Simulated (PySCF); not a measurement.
Molfile (atoms numbered from 1):
```
C6H10N2OSi
     RDKit          3D

 20 20  0  0  0  0  0  0  0  0999 V2000
   -4.1203   -0.0003   -0.4266 C   0  0  0  0  0  0  0  0  0  0  0  0
   -2.7677   -0.4862   -0.5021 N   0  0  0  0  0  0  0  0  0  0  0  0
   -1.4255    0.4815   -0.0697 Si  0  0  0  0  0  4  0  0  0  0  0  0
   -0.2286   -0.6345   -0.2886 O   0  0  0  0  0  0  0  0  0  0  0  0
    1.0466   -0.3131   -0.1534 C   0  0  0  0  0  0  0  0  0  0  0  0
    2.0316   -1.2856   -0.3568 C   0  0  0  0  0  0  0  0  0  0  0  0
    3.3525   -0.9205   -0.2048 C   0  0  0  0  0  0  0  0  0  0  0  0
    3.6572    0.3912    0.1403 C   0  0  0  0  0  0  0  0  0  0  0  0
    2.6087    1.2743    0.3163 C   0  0  0  0  0  0  0  0  0  0  0  0
    1.3367    0.9362    0.1754 N   0  0  0  0  0  0  0  0  0  0  0  0
   -4.5572   -0.1225    0.5706 H   0  0  0  0  0  0  0  0  0  0  0  0
   -4.7535   -0.5213   -1.1471 H   0  0  0  0  0  0  0  0  0  0  0  0
   -4.1199    1.0599   -0.6650 H   0  0  0  0  0  0  0  0  0  0  0  0
   -2.7086   -1.4843   -0.3646 H   0  0  0  0  0  0  0  0  0  0  0  0
   -1.3774    0.9732    1.3107 H   0  0  0  0  0  0  0  0  0  0  0  0
   -1.3167    1.5745   -1.0303 H   0  0  0  0  0  0  0  0  0  0  0  0
    1.7394   -2.2877   -0.6262 H   0  0  0  0  0  0  0  0  0  0  0  0
    4.1393   -1.6463   -0.3523 H   0  0  0  0  0  0  0  0  0  0  0  0
    4.6782    0.7133    0.2677 H   0  0  0  0  0  0  0  0  0  0  0  0
    2.7802    2.3087    0.5841 H   0  0  0  0  0  0  0  0  0  0  0  0
  1  2  1  0
  2  3  1  0
  3  4  1  0
  4  5  1  0
  5  6  2  0
  6  7  1  0
  7  8  2  0
  8  9  1  0
  9 10  2  0
 10  5  1  0
  1 11  1  0
  1 12  1  0
  1 13  1  0
  2 14  1  0
  3 15  1  0
  3 16  1  0
  6 17  1  0
  7 18  1  0
  8 19  1  0
  9 20  1  0
M  END
```

No relativistic terms, one conformer, averaged over atoms made equivalent by symmetry, fast rotation or ring inversion, in vacuum. Shieldings: GIAO PBE0/pcSseg-1; GFN2-xTB geometry; PySCF 2.14.0 with density-fitted response routines.

δ = σ(ref) − σ, references computed at the same level: TMS for ¹³C (σref 186.93) and ¹H (σref 31.72) and ²⁹Si (σref 349.16); NH3 for ¹⁵N (σref 267.73); H2O for ¹⁷O (σref 336.08).

| atoms | nucleus | count | δ (ppm) |
| --- | --- | --- | --- |
| H11/H12/H13 | ¹H | 3 | 2.80 |
| H14 | ¹H | 1 | 0.17 |
| Si3 | ²⁹Si | 1 | -31.0 |
| C5 | ¹³C | 1 | 168.7 |
| H15/H16 | ¹H | 2 | ? |
| C6 | ¹³C | 1 | 116.6 |
| H19 | ¹H | 1 | ? |
| N2 | ¹⁵N | 1 | 14.2 |
| N10 | ¹⁵N | 1 | 309.7 |
| C9 | ¹³C | 1 | 153.8 |
| C8 | ¹³C | 1 | ? |
| H18 | ¹H | 1 | ? |
| O4 | ¹⁷O | 1 | 141.5 |
| H20 | ¹H | 1 | ? |
| H17 | ¹H | 1 | 6.92 |
| C7 | ¹³C | 1 | 145.4 |
| C1 | ¹³C | 1 | 28.6 |

Problem. Complete the table.

Solution. 
- C8: 120.7 ppm, aromatic CH; resonance donation from the substituent shields this position
- H20: 8.42 ppm, hydrogen on an aromatic CH next to a ring nitrogen; ring current plus the neighbouring ring nitrogen
- H18: 7.91 ppm, hydrogen on an aromatic CH; it sits in the deshielding region of the aromatic ring current
- H19: 6.99 ppm, hydrogen on an aromatic CH; ortho or para to a lone-pair donor, hence upfield of benzene
- H15/H16: 5.44 ppm, hydrogen on a silicon bonded to N, O

The OH or NH signal is concentration- and solvent-dependent in practice; the value given is the gas-phase one. Shifts are as computed. Against solution values, carbons near 30 ppm lie about +3 ppm off and those near 130 ppm about +5 ppm. Of 1309 compounds with measured shifts, 239 miss one by over three times the rms of a fit or turn the order of signals round; such compounds aren't used in these exercises. Experimental scales use liquid or dissolved standards, which lie at an offset from isolated NH3 (liquid NH3: subtract about 20 ppm) and H2O (liquid H2O: subtract about 36 ppm). Unscaled 15N shifts of sp2 nitrogen come out 20 to 40 ppm too high even then.
